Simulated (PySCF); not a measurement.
Run record: K-edge absorption job, `C/C(=C/CF)CF`.

Computed with core-valence-separated TDA BHandHLYP/aug-pcX-1 H:pcseg-1, K edges, non-relativistic, gas phase (PySCF 2.14.0, density-fitted response routines). Geometry: PBE0-D3(BJ)/def2-SVP. A driver script takes a list of jobs; this job's settings line and coordinates (Å) are shown.

Input:
```
{"job": {"kind": "xas", "xc": "BHandHLYP", "basis": {"default": "aug-pcX-1", "H": "pcseg-1"}}, "charge": 0, "multiplicity": 1}
C     -1.991273     0.353156     0.499668
C     -0.601023    -0.029918     0.088303
C      0.428651     0.818471     0.199318
C      1.867686     0.611465    -0.164816
F      2.590599     1.704450     0.254100
C     -0.491517    -1.427329    -0.439170
F      0.756550    -1.726153    -0.924100
H     -2.014185     1.360127     0.937111
H     -2.682421     0.337433    -0.360542
H     -2.398364    -0.351191     1.245472
H      0.230352     1.820623     0.596849
H      1.997255     0.502794    -1.255201
H      2.287282    -0.291733     0.306580
H     -0.735838    -2.151277     0.361586
H     -1.227527    -1.579815    -1.250727
```

Problem. Give the output.

Solution. 
```
coarse grid: 12568 points
cycle   1  E = -394.6426540086  dE =  8.006e-01  |g| = 6.364e-01  |ddm| = 4.910e+00
cycle   2  E = -394.6489154000  dE = -6.261e-03  |g| = 6.895e-01  |ddm| = 1.142e+00
cycle   3  E = -394.7168499185  dE = -6.793e-02  |g| = 5.351e-02  |ddm| = 4.962e-01
cycle   4  E = -394.7172663179  dE = -4.164e-04  |g| = 2.599e-02  |ddm| = 9.876e-02
cycle   5  E = -394.7174118375  dE = -1.455e-04  |g| = 7.406e-03  |ddm| = 3.881e-02
cycle   6  E = -394.7174238197  dE = -1.198e-05  |g| = 2.478e-03  |ddm| = 1.050e-02
cycle   7  E = -394.7174251313  dE = -1.312e-06  |g| = 3.751e-04  |ddm| = 3.047e-03
final grid: 122224 points
cycle   8  E = -394.7544114372  dE = -9.734e-05  |g| = 4.088e-03  |ddm| = 6.012e-02
cycle   9  E = -394.7544116879  dE = -2.507e-07  |g| = 3.783e-03  |ddm| = 7.903e-03
cycle  10  E = -394.7544140257  dE = -2.338e-06  |g| = 5.122e-04  |ddm| = 3.165e-03
cycle  11  E = -394.7544140549  dE = -2.923e-08  |g| = 1.943e-04  |ddm| = 5.213e-04
cycle  12  E = -394.7544140625  dE = -7.646e-09  |g| = 1.538e-05  |ddm| = 2.030e-04
cycle  13  E = -394.7544140626  dE = -6.446e-11  |g| = 1.142e-05  |ddm| = 3.948e-05
converged SCF energy = -394.7544140626

C K edge
   eV          f      from atoms
  282.827   0.05874   C2
  283.123   0.06248   C1
  285.619   0.00897   C0
  285.739   0.00884   C0
  286.181   0.01907   C2
  286.389   0.03255   C0
  286.746   0.00076   C1
  286.819   0.02452   C0
  286.855   0.00254   C2
  286.937   0.06283   C3
  286.946   0.05077   C5
  287.059   0.00365   C0
  287.123   0.00141   C2 C1
  287.143   0.00587   C1 C2
  287.351   0.00257   C2
  287.416   0.00060   C2
  287.506   0.00885   C3
  287.540   0.00116   C0
  287.661   0.00221   C1
  287.733   0.00085   C1
  287.811   0.00123   C0
  287.817   0.00916   C1
  287.855   0.01424   C5
  287.927   0.00288   C2

F K edge
   eV          f      from atoms
  685.490   0.02701   F4
  685.500   0.02688   F6
  686.457   0.01131   F4
  686.502   0.00111   F4
  686.701   0.00851   F6
  686.961   0.00026   F6
  687.036   0.00127   F4
  687.377   0.00065   F4
  687.430   0.00140   F4
  687.593   0.00537   F6
  687.666   0.00305   F6
  687.793   0.00312   F4
```

The program numbers atoms from 0.

Main results: lowest C 1s excitation 282.8 eV; lowest F 1s excitation 685.5 eV; the energies are raw, with no shift to experiment and no relativistic term.

Hardware: an x86-64 server with one thread, no GPU (shared host). Cost: 23 s wall.

One conformer stands for the species.
Labels such as C1 count atoms from 1, the log's own numbers from 0.
